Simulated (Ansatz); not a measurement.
Frontier orbitals of CBrF2I, SMILES `FC(F)(Br)I`.

Total charge 0; spin multiplicity 1. Correlated methods include outer-core shells of Br, I, which these sets cover unevenly. Scalar relativity is left out up to krypton. I: def2 effective core potential. Geometry: relaxed with PBE0-D4/def2-TZVP. Basis def2-TZVPP, Ansatz 0.2.0.

```
functional  HOMO (eV)  LUMO (eV)  gap (eV)
       PBE      -6.77      -3.12      3.65
    r2SCAN      -7.10      -3.05      4.05
      PBE0      -7.99      -2.27      5.72
   r2SCANh      -7.54      -2.73      4.81
   LC-ωPBE     -10.65       0.01     10.66
   ωB97M-V     -10.15      -0.23      9.92
```

From PBE to PBE0 the HOMO moves by −1.22 eV and the LUMO by +0.85 eV, and with ωB97M-V by −3.38 and +2.89 eV, so the gap grows from 3.66 to 9.93 eV with exact exchange.

LC-ωPBE has ω = 0.4 bohr⁻¹.
